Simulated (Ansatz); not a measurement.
```xyz
15

C     1.421    0.487   -0.877
Si   -0.353    0.302   -0.296
C    -1.158   -1.203   -1.067
C    -0.369    0.139    1.591
O     0.330    1.185    2.259
H     1.463    0.577   -1.965
H     2.025   -0.380   -0.591
H     1.890    1.383   -0.462
H    -1.111    1.529   -0.678
H    -2.190   -1.317   -0.724
H    -0.615   -2.115   -0.809
H    -1.178   -1.121   -2.157
H    -1.400    0.185    1.953
H     0.013   -0.850    1.893
H     1.233    1.200    1.933
```

Total charge 0; spin multiplicity 1.

Q: List the B3LYP/def2-TZVPP orbital energies in eV (Ansatz). (An estimate is asked.)

A: Computed: Occupied: -1798.42, -520.47, -277.58, -276.40, -276.35, -142.97, -98.29, -98.28, -98.28, -27.78, -19.56, -18.79, -18.29, -13.99, -13.09, -11.82, -11.53, -11.41, -10.99, -10.92, -10.51, -8.94, -8.66, -8.53, -7.01. Lowest empty: 0.39, 0.73, 1.22, 1.92, 2.07, 2.33, 2.54, 2.66.

B3LYP here is the variant with VWN-RPA as its local correlation; programs differ in this.
